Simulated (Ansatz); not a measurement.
Two isomers of C2H5NSn: A = `[CH3][SnH2][C]#N`, B = `C#C[NH][SnH3]`.

Calculated with Ansatz (gas phase, PBE0-D4/def2-TZVP geometries, no zero-point term in ΔE). CCSD(T)/CBS is the MP2 limit (def2-TZVPP, def2-QZVPP) plus CCSD(T) − MP2 in def2-TZVPP, frozen cores. DFT in def2-TZVPP. B3LYP here is the variant with VWN-RPA as its local correlation; programs differ in this. Elements past krypton have def2 core potentials. For Sn outer-core shells are correlated without core-valence functions, which leaves a few kJ/mol of doubt a bond.

A:

```xyz
9

C     0.5261    0.2911    1.3069
Sn   -0.7037   -0.4270   -0.2724
C     0.2305    0.1946   -2.0719
N     0.7604    0.5458   -3.0335
H     0.0951    0.0124    2.2683
H     1.5215   -0.1425    1.2184
H     0.5991    1.3763    1.2455
H    -2.2533    0.2729   -0.3002
H    -0.7758   -2.1237   -0.3611
```

B:

```xyz
9

C    -1.0170    0.3728    2.1733
C    -0.3073    0.5738    1.2193
N     0.4235    0.7596    0.1207
Sn    0.3322   -0.5809   -1.4212
H    -1.6398    0.2208    3.0202
H     1.2660    1.2982    0.2526
H    -1.2622   -0.5108   -2.0045
H     1.4839   -0.0033   -2.5349
H     0.7208   -2.1301   -0.8254
```

Q: Which is lower in electronic energy at CCSD(T)/CBS, and by how much? (Best estimate.)

A: Ansatz gave: A, by 47.2 kcal/mol.

Q: Give E(B) − E(A) in kcal/mol with BLYP-D4, CCSD/def2-TZVPP, LDA (SPW92), PBE0-D4, B3LYP, r2SCAN-D4, B3LYP-D4. (An estimate is asked.)

A: Ansatz gave: BLYP-D4 42.4, CCSD/def2-TZVPP 49.1, LDA (SPW92) 34.0, PBE0-D4 42.1, B3LYP 43.1, r2SCAN-D4 42.9, B3LYP-D4 42.6. None reverses the order clearly.

Q: Does the order hold for the free energy at 298.15 K (harmonic terms from PBE0-D4)? (An estimate is asked.)

A: The calculation gave: Yes: G(B) − G(A) = +45.2 kcal/mol.

Largest T1 diagnostic: 0.014.

In def2-TZVPP, CCSD(T) changes the Hartree–Fock value by +1.6 kcal/mol (the triples alone add +0.1 kcal/mol) and MP2 by +1.7 kcal/mol. At CCSD(T), def2-SVP lies +1.2 kcal/mol from the extrapolated value and def2-TZVPP +2.0 kcal/mol.
